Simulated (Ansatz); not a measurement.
This Ansatz (a first-principles code) input (B3LYP/def2-SVP) gives -109.43888 Eh with 28 basis functions. A basis named .json is the Basis Set Exchange file of that set (core-valence sets with the plain set on hydrogen).

Ansatz 0.2 input:
```yaml
crystal:
  periodic: [false, false, false]
  atoms:
    - {symbol: N, position_ang: [-2.51496853, 0.43444418, -2.55713752]}
    - {symbol: N, position_ang: [-1.73488714, 0.29128391, -1.80984010]}
basis:
  gaussian:
    orbitals: def2-SVP
hamiltonian:
  xc: {name: B3LYP}
magnetization: {spin_polarized: false}
```

Change:
```diff
- orbitals: def2-SVP
+ orbitals: def2-QZVP.json
```

### Question
What does the run give now?

### Answer
-109.57910 Eh (B3LYP/def2-QZVP, 114 functions), a change of -140.22 mEh.
